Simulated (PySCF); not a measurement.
Cl2CrO2 (SMILES [O]=[Cr](=[O])([Cl])[Cl]), singlet, geometry from GFN2-xTB (such geometries of metal compounds can be far from the true shape); HF/STO-3G (PySCF).

The PySCF input:
```python
from pyscf import gto, scf

mol = gto.Mole()
mol.atom = '''
    Cr    0.36161990   -0.06306063    0.11655214
    O     1.44045237   -0.59234025   -0.86408389
    O     0.79045337    0.20330658    1.58311746
    Cl   -0.38616068    1.66825371   -0.64495912
    Cl   -1.17419951   -1.39615227    0.14204619
'''
mol.basis = 'sto-3g'
mol.verbose = 4
mol.build()

mf = scf.RHF(mol)
mf.damp = 0.5
mf.diis_start_cycle = 5
mf.kernel()
```

### Question
Predict the main parts of the log of this PySCF run.

### Answer

```
PySCF version 2.14.0

[INPUT] verbose = 4
[INPUT] num. atoms = 5
[INPUT] num. electrons = 74
[INPUT] charge = 0
[INPUT] spin (= nelec alpha-beta = 2S) = 0
[INPUT] symmetry False subgroup None
[INPUT] Mole.unit = angstrom
[INPUT] Symbol           X                Y                Z      unit          X                Y                Z       unit  Magmom
[INPUT]  1 Cr     0.361619900000  -0.063060630000   0.116552140000 AA    0.683362572193  -0.119167319943   0.220251623832 Bohr   0.0
[INPUT]  2 O      1.440452370000  -0.592340250000  -0.864083890000 AA    2.722060474781  -1.119360845056  -1.632881900749 Bohr   0.0
[INPUT]  3 O      0.790453370000   0.203306580000   1.583117460000 AA    1.493740383539   0.384193755522   2.991658422417 Bohr   0.0
[INPUT]  4 Cl    -0.386160680000   1.668253710000  -0.644959120000 AA   -0.729737925276   3.152542618190  -1.218796098340 Bohr   0.0
[INPUT]  5 Cl    -1.174199510000  -1.396152270000   0.142046190000 AA   -2.218915489498  -2.638345418490   0.268428396138 Bohr   0.0

nuclear repulsion = 501.758778272417
number of shells = 24
number of NR pGTOs = 138
number of NR cGTOs = 46
basis = sto-3g
ecp = {}

******** <class 'pyscf.scf.hf.RHF'> ********
method = RHF
initial guess = minao
damping factor = 0.5
level_shift factor = 0
DIIS = <class 'pyscf.scf.diis.CDIIS'>
diis_start_cycle = 5
diis_space = 8
diis_damp = 0
SCF conv_tol = 1e-09
SCF conv_tol_grad = None
SCF max_cycles = 50
direct_scf = True
direct_scf_tol = 1e-13
Set gradient conv threshold to 3.16228e-05
Initial guess from minao.
init E= -2087.86497854172
  HOMO = -0.565289340739752  LUMO = -0.0862627333586653  gap/eV = 13.03498
cycle= 1 E= -2088.18965488482  delta_E= -0.325  |g|= 1.95  |ddm|= 3.56
  HOMO = -0.412748106293307  LUMO = -0.30645386492351  gap/eV = 2.89241
cycle= 2 E= -2088.0234374563  delta_E= 0.166  |g|= 2.73  |ddm|=  3.1
  HOMO = -0.424207730521741  LUMO = 0.217400248540296  gap/eV = 17.45904
cycle= 3 E= -2088.53952544996  delta_E= -0.516  |g|= 1.74  |ddm|= 2.77
  HOMO = -0.387256260011852  LUMO = -0.107117058900717  gap/eV = 7.62298
cycle= 4 E= -2088.9153949885  delta_E= -0.376  |g|=  1.5  |ddm|= 2.19
  HOMO = -0.359492624676062  LUMO = 0.413820405200548  gap/eV = 21.04292
cycle= 5 E= -2088.23729693591  delta_E= 0.678  |g|=    2  |ddm|= 2.45
  HOMO = -0.27003406769698  LUMO = -0.261054703911494  gap/eV = 0.24434
cycle= 6 E= -2079.5850320951  delta_E= 8.65  |g|= 5.86  |ddm|= 5.29
  HOMO = -0.37897785635311  LUMO = 0.016350299073803  gap/eV = 10.75743
cycle= 7 E= -2089.27789789381  delta_E= -9.69  |g|= 0.394  |ddm|= 4.34
  HOMO = -0.388059197158751  LUMO = 0.126579097821146  gap/eV = 14.00402
cycle= 8 E= -2089.303204592  delta_E= -0.0253  |g|= 0.21  |ddm|= 0.263
  HOMO = -0.404647996613461  LUMO = 0.106338340796971  gap/eV = 13.90465
cycle= 9 E= -2089.31016358756  delta_E= -0.00696  |g|= 0.109  |ddm|= 0.0977
  HOMO = -0.406138413848394  LUMO = 0.102660334596895  gap/eV = 13.84512
cycle= 10 E= -2089.31307111428  delta_E= -0.00291  |g|= 0.0105  |ddm|= 0.101
  HOMO = -0.406324073265194  LUMO = 0.105573315638619  gap/eV = 13.92944
cycle= 11 E= -2089.3132705809  delta_E= -0.000199  |g|= 0.0108  |ddm|= 0.0388
  HOMO = -0.405493776629262  LUMO = 0.109572002072435  gap/eV = 14.01565
cycle= 12 E= -2089.31345037841  delta_E= -0.00018  |g|= 0.00416  |ddm|= 0.0527
  HOMO = -0.405171360841766  LUMO = 0.11070305070643  gap/eV = 14.03766
cycle= 13 E= -2089.3134923482  delta_E= -4.2e-05  |g|= 0.00255  |ddm|= 0.0267
  HOMO = -0.404980285663652  LUMO = 0.11118931061223  gap/eV = 14.04569
cycle= 14 E= -2089.31350986158  delta_E= -1.75e-05  |g|= 0.00136  |ddm|= 0.0153
  HOMO = -0.404660299147923  LUMO = 0.112157676206259  gap/eV = 14.06333
cycle= 15 E= -2089.31351939782  delta_E= -9.54e-06  |g|= 0.000525  |ddm|= 0.0207
  HOMO = -0.404629981602565  LUMO = 0.112098206574258  gap/eV = 14.06089
cycle= 16 E= -2089.31351976295  delta_E= -3.65e-07  |g|= 0.000264  |ddm|= 0.00222
  HOMO = -0.404619230896123  LUMO = 0.112167155029426  gap/eV = 14.06247
cycle= 17 E= -2089.31351985541  delta_E= -9.25e-08  |g|= 0.00018  |ddm|= 0.00117
  HOMO = -0.404609959008051  LUMO = 0.112191174864809  gap/eV = 14.06288
cycle= 18 E= -2089.3135198925  delta_E= -3.71e-08  |g|= 6.92e-05  |ddm|= 0.000841
  HOMO = -0.404606297648547  LUMO = 0.112184254827746  gap/eV = 14.06259
cycle= 19 E= -2089.31351989693  delta_E= -4.43e-09  |g|= 2.69e-05  |ddm|= 0.000205
  HOMO = -0.40460389946438  LUMO = 0.112181019726685  gap/eV = 14.06243
cycle= 20 E= -2089.313519898  delta_E= -1.08e-09  |g|= 7.72e-06  |ddm|= 0.000123
  HOMO = -0.404603066662603  LUMO = 0.112179052802862  gap/eV = 14.06236
cycle= 21 E= -2089.31351989806  delta_E= -6.09e-11  |g|= 2.15e-06  |ddm|= 3.14e-05
  HOMO = -0.404603089103427  LUMO = 0.112179340538073  gap/eV = 14.06237
Extra cycle  E= -2089.31351989807  delta_E= -7.28e-12  |g|= 1.4e-06  |ddm|= 5.06e-06
converged SCF energy = -2089.31351989807
```
